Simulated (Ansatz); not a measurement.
`ClB1CO1` → B• + C• + Cl• + 2 H• + O•  (atomization)

Isolated molecules relaxed with PBE0-D4/def2-TZVP in Ansatz; ΔE leaves out vibrations. CBS: MP2 limit from def2 TZ/QZ plus the TZ coupled-cluster correction, frozen cores. This one scheme is used for every species, atoms too. DFT in def2-TZVPP. HSE06 is defined as in plane-wave codes. Open shells (•) are unrestricted, without spin–orbit coupling. Spin–orbit coupling would lower the free atoms: a little for B, C, Cl, O.

| level | ΔE (kJ/mol) |
| --- | --- |
| r2SCAN-D4 | 2450.5 |
| PBE0-D4 | 2446.1 |
| CAM-B3LYP-D4 | 2423.8 |
| BLYP | 2403.2 |
| r2SCAN | 2448.2 |
| PBE0 | 2437.9 |
| HSE06 | 2441.2 |
| MP2/def2-QZVPP | 2476.1 |

Question: What does CCSD(T)/CBS give? (Best estimate.)

Answer: Ansatz gave: +2406.4 kJ/mol. The listed levels differ from it by 44.1, 39.7, 17.4, -3.2, 41.8, 31.5, 34.8, 69.7 kJ/mol.

Largest T1 diagnostic among the species: 0.014.

From r2SCAN to r2SCAN0 (25 % exact exchange), in def2-TZVPP and without D4, ΔE moves by −60.0 kJ/mol: exact exchange takes away binding that semilocal exchange gives to molecules. The D4 term adds +15.9 kJ/mol with B3LYP and +8.1 kJ/mol with PBE0; it sums over pairs of atoms, weighted by their polarisabilities, and B3LYP, whose exchange is more repulsive, gets the larger term. In def2-TZVPP, CCSD(T) changes the Hartree–Fock value by +613.9 kJ/mol (the triples alone add +50.8 kJ/mol) and MP2 by +709.6 kJ/mol; breaking electron pairs costs correlation energy, which Hartree–Fock lacks.

B3LYP here is the variant with VWN-RPA as its local correlation; programs differ in this.

For atomizations the MP2-based limit and the directly extrapolated one differ by several kJ/mol either way, and by 10 to 25 for some Ge, Se and Sn compounds, so smaller differences from it don't rank the levels.
